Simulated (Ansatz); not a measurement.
Input for Ansatz (a program for electronic structure): R-B3LYP-D3(BJ)/def2-SVP on C8H8 (SMILES C12C3C4C1C1C2C3C41).

Ansatz 0.2 input:
```yaml
crystal:
  periodic: [false, false, false]
  atoms:
    - {symbol: C, position_ang: [-0.74753294, 0.90834755, -0.63445566]}
    - {symbol: C, position_ang: [-1.14452734, 0.17925793, 0.66660375]}
    - {symbol: C, position_ang: [0.26753165, 0.42884063, 1.23733130]}
    - {symbol: C, position_ang: [0.66452585, 1.15793105, -0.06372774]}
    - {symbol: C, position_ang: [1.14453982, -0.17925734, -0.66659201]}
    - {symbol: C, position_ang: [-0.26751923, -0.42884152, -1.23731840]}
    - {symbol: C, position_ang: [-0.66451317, -1.15793106, 0.06374131]}
    - {symbol: C, position_ang: [0.74754647, -0.90834775, 0.63446711]}
    - {symbol: H, position_ang: [-1.35363670, 1.64483900, -1.14887811]}
    - {symbol: H, position_ang: [-2.07251820, 0.32460126, 1.20708373]}
    - {symbol: H, position_ang: [0.48444401, 0.77654628, 2.24055623]}
    - {symbol: H, position_ang: [1.20331633, 2.09678453, -0.11540283]}
    - {symbol: H, position_ang: [2.07253029, -0.32459955, -1.20707231]}
    - {symbol: H, position_ang: [-0.48443241, -0.77654802, -2.24054298]}
    - {symbol: H, position_ang: [-1.20330415, -2.09678428, 0.11541622]}
    - {symbol: H, position_ang: [1.35364973, -1.64483870, 1.14889039]}
basis:
  gaussian:
    orbitals: def2-SVP
hamiltonian:
  xc: b3lyp
  dispersion: d3bj
relax: {f_tol: 0.004, max_steps: 120}
scf: {lower_state_search: off}
```

Problem. Give the final energy of this run.

Solution. -309.2691 hartree.

Problem. How many basis functions does it have, and what does it roughly cost on one machine?

Solution. 152 functions; about 30 core-seconds (a rough figure).
